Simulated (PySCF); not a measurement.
**Correlation energy of Ca- (calcium, charge -1)**

[Ar] 3d1 4s2, 2D determinant. Calculation: PySCF 2.14, in def2-TZVPPD; the non-relativistic Hamiltonian (point nucleus). Frozen: [Ne]; 11 electrons correlated.

| level | correlation energy (mhartree) |
| --- | --- |
| CCSD | -235.83 |
| (T) | -14.99 |
| CCSD(T) | -250.82 |

Diagnostics: T1 = 0.030, D1 = 0.1052, largest double amplitude 0.325.

The configuration of this anion was assumed by filling the next shell in order. It is not the known or likely ground configuration (Ca⁻, Sr⁻ and Ba⁻, for instance, bind a p electron), so these values are not the electron affinity of the element. T1 exceeds 0.03, a sign that the reference determinant is poor. A double-excitation amplitude exceeds 0.15, a sign of near-degeneracy.

Cost of the coupled-cluster step: roughly 0.9 core-seconds, for 11 correlated electrons.

Iterations:

```
CC2 = 0
CCSD nocc = (np.int64(6), np.int64(5)), nmo = (31, 31)
frozen orbitals [[0, 1, 2, 3, 4], [0, 1, 2, 3, 4]]
max_cycle = 100
direct = 0
conv_tol = 1e-08
conv_tol_normt = 1e-06
diis_space = 8
diis_start_cycle = 0
Init t2, MP2 energy = -0.2009186770213
Init E_corr(UCCSD) = -0.2009186770217
cycle = 1  E_corr(UCCSD) = -0.22038723597528  dE = -0.019468559  norm(t1,t2) = 0.116527
cycle = 2  E_corr(UCCSD) = -0.226230555548626  dE = -0.00584331957  norm(t1,t2) = 0.0734908
cycle = 3  E_corr(UCCSD) = -0.233717588659742  dE = -0.00748703311  norm(t1,t2) = 0.0562768
cycle = 4  E_corr(UCCSD) = -0.234498581929261  dE = -0.00078099327  norm(t1,t2) = 0.0276117
cycle = 5  E_corr(UCCSD) = -0.23575165203586  dE = -0.00125307011  norm(t1,t2) = 0.012173
cycle = 6  E_corr(UCCSD) = -0.235903069295678  dE = -0.00015141726  norm(t1,t2) = 0.00438408
cycle = 7  E_corr(UCCSD) = -0.235778526826265  dE = 0.000124542469  norm(t1,t2) = 0.0012938
cycle = 8  E_corr(UCCSD) = -0.235867045206191  dE = -8.85183799e-05  norm(t1,t2) = 0.000531733
cycle = 9  E_corr(UCCSD) = -0.235826214035157  dE = 4.0831171e-05  norm(t1,t2) = 0.000268654
cycle = 10  E_corr(UCCSD) = -0.235831233020939  dE = -5.01898578e-06  norm(t1,t2) = 5.12086e-05
cycle = 11  E_corr(UCCSD) = -0.235829609919158  dE = 1.62310178e-06  norm(t1,t2) = 2.21745e-05
cycle = 12  E_corr(UCCSD) = -0.235829709419855  dE = -9.95006961e-08  norm(t1,t2) = 4.823e-06
cycle = 13  E_corr(UCCSD) = -0.235829671954273  dE = 3.74655816e-08  norm(t1,t2) = 2.15673e-06
cycle = 14  E_corr(UCCSD) = -0.235829688940983  dE = -1.69867098e-08  norm(t1,t2) = 4.90153e-07
cycle = 15  E_corr(UCCSD) = -0.235829692043104  dE = -3.10212114e-09  norm(t1,t2) = 1.98781e-07
UCCSD converged
E(UCCSD) = -676.8817565369247  E_corr = -0.2358296920431039
UCCSD(T) correction = -0.0149888264022468
```

This basis was not built for core-valence correlation, so the inner-shell part is incomplete.
